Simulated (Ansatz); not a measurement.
The first iterations of a band of FH3SiTe (6 atoms, charge 0, multiplicity 1).

Level of theory: Ansatz 0.2.0, RKS revPBE-D4/def2-SVP.

* movable images: 8
* climbing image: no
* spring: 5.0 eV/Å²
* optimiser: quadratic models (default)
* start path: IDPP
* force threshold: 0.05 eV/Å
* iteration limit: 60
* end points: relaxed

Image 0:

```xyz
6
Properties=species:S:1:pos:R:3
F -1.887 0.046 0.211
Si -0.404 -0.109 -0.486
Te 1.373 -0.752 1.163
H -0.466 -1.228 -1.484
H -0.072 1.208 -1.122
H 1.456 0.835 1.718
```

Image 9:

```xyz
6
Properties=species:S:1:pos:R:3
F -1.851 0.398 0.198
Si -0.373 0.173 -0.492
Te 1.510 0.484 1.137
H -0.351 -1.218 -1.051
H -0.184 1.222 -1.549
H 1.250 -1.059 1.756
```

| iteration | highest image above the first end (eV) | largest band force component (eV/Å) |
| --- | --- | --- |
| 1 | 0.384 | 1.289 |
| 2 | 0.224 | 0.500 |

Does the band converge within its limit, and where does its top end?

The run converged. It ended after 6 iterations with the highest image 0.111 eV above the first end. No image climbed, so the highest image needn't sit at the top of the path.

The run took 99 s on 1 thread of Arm Neoverse V2, with other jobs on the host, peak memory 0.13 GiB.
